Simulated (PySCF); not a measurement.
EPR parameters of C3H3F2O2

C3H3F2O2 (doublet state).
Structure used (GFN2-xTB), in Å, numbered top down from 1:
```xyz
10
C3H3F2O2 angstrom
C     -1.616    0.271    0.416
C     -0.316   -0.463    0.456
O     -0.087   -1.536    0.923
O      0.657    0.309   -0.157
C      1.923   -0.093   -0.293
F      2.522   -0.715    0.718
F      2.711    0.863   -0.783
H     -1.866    0.514   -0.614
H     -1.528    1.203    0.970
H     -2.392   -0.348    0.856
```

The hyperfine couplings belong to this conformer and change with its torsions.

As a line formula: `CC(=O)O[C](F)F` [radical].

Computed with UKS B3LYP, pcH-1 on C F H O, non-relativistic, mean-field spin-orbit, GIAO (PySCF). Geometry: GFN2-xTB, one conformer, isolated molecule. The geometry wasn't refined by DFT: couplings that depend on bond lengths, twists or pyramidal angles can differ widely from those at the functional's own minimum. No stability test was run, so a lower SCF solution isn't excluded.

| Property | Result |
| --- | --- |
| g1, g2, g3 | 2.00200, 2.00340, 2.00430 |
| g_iso | 2.00323 |
| Form of g | rhombic: the two nearest values differ by 39 % of g3 − g1 |
| ⟨S²⟩ | 0.7519 (exact 0.7500) |
| α and β electrons | 28, 27 |
| HOMO–LUMO gap, α and β orbitals | 5.50, 6.47 eV |
| Total energy | -466.22438 Eh |
| Basis functions | 205 |

Hyperfine couplings atom by atom, in MHz; T1 to T3 are the principal values of the dipolar part:

| atom | isotope | a_iso | T1 | T2 | T3 | Mulliken spin population |
| --- | --- | --- | --- | --- | --- | --- |
| C1 | 13C | 0.3 | -0.6 | -0.2 | 0.8 | 0.00 |
| C2 | 13C | 0.9 | -2.1 | 0.2 | 1.9 | 0.01 |
| O3 | 17O | -2.0 | -9.4 | 4.1 | 5.2 | 0.03 |
| O4 | 17O | -31.6 | -35.6 | 16.7 | 18.9 | 0.04 |
| C5 | 13C | 566.2 | -74.2 | -73.3 | 147.5 | 0.81 |
| F6 | 19F | 363.1 | -219.4 | -201.9 | 421.4 | 0.06 |
| F7 | 19F | 329.7 | -209.1 | -189.1 | 398.3 | 0.05 |
| H8 | 1H | 2.4 | -1.5 | -1.4 | 2.9 | 0.00 |
| H9 | 1H | 4.3 | -1.6 | -1.2 | 2.8 | 0.00 |
| H10 | 1H | 0.3 | -1.0 | -0.9 | 1.9 | 0.00 |

The largest Mulliken spin population is on C5 (+0.81). The angles at C5 add up to 342.2°, so it is pyramidal.

Under fast tumbling the dipolar parts average out, and these isotropic splittings remain: 2 × 19F (F6/F7, I = 1/2, 3 lines) with 12.36 mT and 3 × 1H (H8/H9/H10, I = 1/2, 4 lines) with 0.08 mT.

Means are taken over nuclei equivalent by connectivity, which assumes that they swap fast.

The 17O coupling of O4 (-31.6 MHz) shows only in satellite lines or after enrichment, since that isotope makes up about 0.038 % of natural oxygen.

The 13C coupling of C5 (566.2 MHz) shows only in satellite lines or after enrichment, since that isotope makes up about 1.07 % of natural carbon.
